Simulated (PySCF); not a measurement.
Gas-phase reaction: 2 ZrOCl2 + 3 Cl2 = 2 ZrCl4 + 2 ClO

Method: PySCF energies (xtb for GFN2) plus ideal-gas RRHO corrections (1 bar). † marks an energy on the PBE0/def2-TZVP geometry and frequencies; other levels use their own. Open shells (unrestricted): ClO (multiplicity 2); the rest are closed-shell singlets. GFN2 has no spin-polarisation term. Spin-orbit splitting is ignored; it lowers the true energy and changes the entropy of ClO. B3LYP is the form with VWN-RPA correlation. Zr: scalar-relativistic def2 core potential, no spin-orbit coupling. ZrOCl2: computed as isolated molecules; such fragments, hydroxides, amides, oligomers or adducts are transient or little studied in the gas.

```
level               ΔH°(298 K), kJ
------------------  --------------
B3LYP/def2-TZVP†               ___
BLYP/def2-TZVP†               -307
GFN2-xTB                      -343
M06-2X/def2-TZVP†             -327
PBE/def2-TZVP†                 ___
PBE0/def2-QZVP†                ___
r2SCAN/def2-TZVP†             -378
LDA/def2-TZVP†                 ___
ωB97M-V/def2-TZVP†            -326
```

Question: Complete the blanks.

Answer: 
- B3LYP/def2-TZVP†, ΔH°(298 K), kJ: -329
- PBE/def2-TZVP†, ΔH°(298 K), kJ: -313
- PBE0/def2-QZVP†, ΔH°(298 K), kJ: -331
- LDA/def2-TZVP†, ΔH°(298 K), kJ: -327
